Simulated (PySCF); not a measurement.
lithium fluoride (FLi), singlet, at a GFN2-xTB geometry (such geometries of metal compounds can be far from the true shape). Base run: M062X/def2-TZVP in PySCF.

PySCF was given this input:
```python
from pyscf import gto, scf, dft

mol = gto.Mole()
mol.atom = '''
    Li   -0.00000000   -0.00000000   -1.14043347
    F     0.00000000    0.00000000    0.38014449
'''
mol.basis = 'def2-tzvp'
mol.verbose = 4
mol.build()

mf = dft.RKS(mol)
mf.xc = 'm062x'
mf.kernel()
```

Variants of this job, named by their change:

```
change                                                                                                                  ΔE vs base (mEh)  fitting functions  dipole (D)        outcome
----------------------------------------------------------------------------------------------------------------------  ----------------  -----------------  ----------  -------------
base                                                                                                                               0.000                  -        6.13      converged
auxbasis = def2-universal-jkfit                                                                                                   -0.010                128        6.13      converged
auxbasis = even-tempered beta=1.6                                                                                                  0.003                351        6.13      converged
only_dfj = on; auxbasis = def2-universal-jfit                                                                                     -0.019                 98        6.13      converged
auxbasis = cc-pvtz-jkfit                                                                                                               -                  -           -  input refused
auxbasis = even-tempered beta=2.0                                                                                                 -0.001                248        6.13      converged
auxbasis = default (with mf = mf.density_fit())                                                                                   -0.010                128        6.13      converged
exchange = seminumerical (SGX) (with mf = sgx.sgx_fit(mf, auxbasis='def2-universal-jfit'); with mf.with_df.dfj = True)            -0.036                 98        6.13      converged
auxbasis = cc-pvqz-jkfit                                                                                                               -                  -           -  input refused
auxbasis = even-tempered beta=3.0                                                                                                 -0.076                161        6.13      converged
```

A fitting set is made for a task (jfit for Coulomb, jkfit for Coulomb and exchange, ri for correlation) and for a family of orbital bases.

- auxbasis = cc-pvtz-jkfit: ended with `pyscf.lib.exceptions.BasisNotFoundError: Basis set not found for Li in cc-pvtz-jkfit`
- auxbasis = cc-pvqz-jkfit: ended with `pyscf.lib.exceptions.BasisNotFoundError: Basis set not found for Li in cc-pvqz-jkfit`
